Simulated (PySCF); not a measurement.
**15N chemical shifts**

[PySCF 2.14.0 with density-fitted response routines: geometry from GFN2-xTB; GIAO PBE0/pcSseg-1 shieldings; one conformer; no relativistic terms; fast rotation and ring inversion assumed for equivalent nuclei; in vacuum]

Shieldings were converted by a linear fit to measured shifts: 15N (scatter 6.3 ppm rms vs CH3NO2, solution or neat liquid). Occasional misses reach two or three times the rms, and more in compound classes unlike the fitted ones.

Q: Give the 15N shifts of `C/C(CC#N)=C(\C#N)C(F)(F)F`, `CCN(NC)C(C)C`, `CCN(CC)N(C)C`, `CCN([SiH2][SiH3])C(C)C`, `CCCN(CC)NC`, `CN(C)c1ccc(Cl)cp1`, `C#CCn1nc(C)c(F)n1`.

A: 
```csv
compound,environment,δ (ppm)
[CH3:1]/[C:2]([CH2:3][C:4]#[N:5])=[C:6](\[C:7]#[N:8])[C:9]([F:10])([F:11])[F:12],N8: nitrile nitrogen,-83.5
[CH3:1]/[C:2]([CH2:3][C:4]#[N:5])=[C:6](\[C:7]#[N:8])[C:9]([F:10])([F:11])[F:12],N5: nitrile nitrogen,-112.9
[CH3:1][CH2:2][N:3]([NH:4][CH3:5])[CH:6]([CH3:7])[CH3:8],N3: nitrogen bonded to O or N,-285.0
[CH3:1][CH2:2][N:3]([NH:4][CH3:5])[CH:6]([CH3:7])[CH3:8],N4: nitrogen bonded to O or N,-309.1
[CH3:1][CH2:2][N:3]([CH2:4][CH3:5])[N:6]([CH3:7])[CH3:8],N3: nitrogen bonded to O or N,-283.2
[CH3:1][CH2:2][N:3]([CH2:4][CH3:5])[N:6]([CH3:7])[CH3:8],N6: nitrogen bonded to O or N,-322.1
CCN([SiH2][SiH3])C(C)C,"nitrogen bonded to 2 C, Si",-358.1
[CH3:1][CH2:2][CH2:3][N:4]([CH2:5][CH3:6])[NH:7][CH3:8],N4: nitrogen bonded to O or N,-299.7
[CH3:1][CH2:2][CH2:3][N:4]([CH2:5][CH3:6])[NH:7][CH3:8],N7: nitrogen bonded to O or N,-303.7
CN(C)c1ccc(Cl)cp1,aniline-type nitrogen,-310.4
[CH:1]#[C:2][CH2:3][n:4]1[n:5][c:6]([CH3:7])[c:8]([F:9])[n:10]1,N5: pyridine-type nitrogen of an azole,-57.0
[CH:1]#[C:2][CH2:3][n:4]1[n:5][c:6]([CH3:7])[c:8]([F:9])[n:10]1,N10: pyridine-type nitrogen of an azole,-85.1
[CH:1]#[C:2][CH2:3][n:4]1[n:5][c:6]([CH3:7])[c:8]([F:9])[n:10]1,N4: pyrrole-type ring nitrogen,-167.3
```
